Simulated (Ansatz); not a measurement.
A nudged elastic band was laid between two geometries of CH6GeS + H2O (12 atoms, charge 0, multiplicity 1).

All numbers below come from RKS PBE-D4/def2-SVP (Ansatz 0.2.0).

* movable images: 5
* climbing image: yes
* spring: 5.0 eV/Å²
* optimiser: quadratic models (default)
* start path: through a guess of the saddle point
* force threshold: 0.05 eV/Å
* iteration limit: 60
* end points: relaxed

Image 0:

```xyz
12
Properties=species:S:1:pos:R:3
Ge -0.993 -0.429 0.683
S 0.982 -1.529 0.990
H -1.692 -1.061 -0.548
H -1.869 -0.637 1.951
C -0.487 1.436 0.391
H 1.379 -0.700 -1.202
O 1.291 -0.115 -1.992
H 0.483 -2.754 0.662
H 0.172 1.439 -0.499
H -1.388 2.052 0.198
H 0.048 1.841 1.272
H 2.075 0.458 -1.907
```

Image 6:

```xyz
12
Properties=species:S:1:pos:R:3
Ge -1.100 -0.039 -0.551
S 2.269 -1.278 1.195
H -2.142 0.403 -1.624
H -1.674 -1.181 0.324
C -0.436 1.474 0.500
H 1.621 -1.200 -0.020
O 0.276 -0.872 -1.424
H 1.456 -2.293 1.598
H -0.014 2.258 -0.160
H -1.264 1.916 1.089
H 0.353 1.108 1.187
H 0.655 -0.295 -2.114
```

Question: What changes between the two ends?

Answer: Bonds broken: Ge1–S2, H6–O7. Bonds formed: Ge1–O7, S2–H6. CH6GeS + H2O becomes CH6GeO + H2S.

Question: Give the energies along the band, and the barrier.

Answer: The run converged. The highest image is number 3 of 0 to 6, 97.7 kJ/mol above the first end and 74.0 kJ/mol above the last; the last end lies 23.6 kJ/mol above the first. A vibrational analysis at the climbing image gives one clearly imaginary mode, 236i cm⁻¹: a first-order saddle point. The orbitals stay closed-shell, which can raise the energy where a bond breaks towards radicals; this wasn't checked here.

| image | path coordinate (Å) | energy (kJ/mol) | Ge1–S2 (Å) | H6–O7 (Å) | Ge1–O7 (Å) |
| --- | --- | --- | --- | --- | --- |
| 0 | 0.00 | 0.0 | 2.28 | 0.99 | 3.53 |
| 1 | 1.55 | 6.4 | 2.28 | 0.98 | 3.33 |
| 2 | 3.10 | 27.1 | 2.30 | 0.99 | 3.17 |
| 3 | 4.66 | 97.7 | 2.75 | 1.10 | 2.06 |
| 4 | 5.42 | 46.3 | 3.24 | 1.64 | 1.86 |
| 5 | 6.18 | 26.0 | 3.77 | 1.91 | 1.83 |
| 6 | 6.94 | 23.6 | 3.99 | 1.97 | 1.83 |

Question: What is the geometry of the highest image?

Answer: 
```xyz
12
Properties=species:S:1:pos:R:3
Ge -0.757 -0.221 -0.112
S 1.633 -0.899 1.062
H -1.706 0.013 -1.353
H -1.447 -1.306 0.748
C -0.446 1.580 0.602
H 1.335 -1.107 -0.711
O 0.526 -1.101 -1.459
H 1.266 -2.193 1.283
H 0.356 2.071 0.016
H -1.373 2.181 0.501
H -0.119 1.516 1.656
H 0.731 -0.533 -2.232
```

Question: What are the harmonic wavenumbers there?

Answer: 236i, 89, 119, 186, 267, 295, 377, 442, 464, 484, 569, 584, 727, 741, 794, 859, 886, 1015, 1193, 1294, 1370, 1382, 1864, 1957, 2092, 2620, 2981, 3085, 3117, 3647 cm⁻¹.

The band took 19 iterations and of the order of 7 core-minutes.

The run took 3.7 min on 2 threads of Arm Neoverse V1 (shared host), peak memory 0.17 GiB.
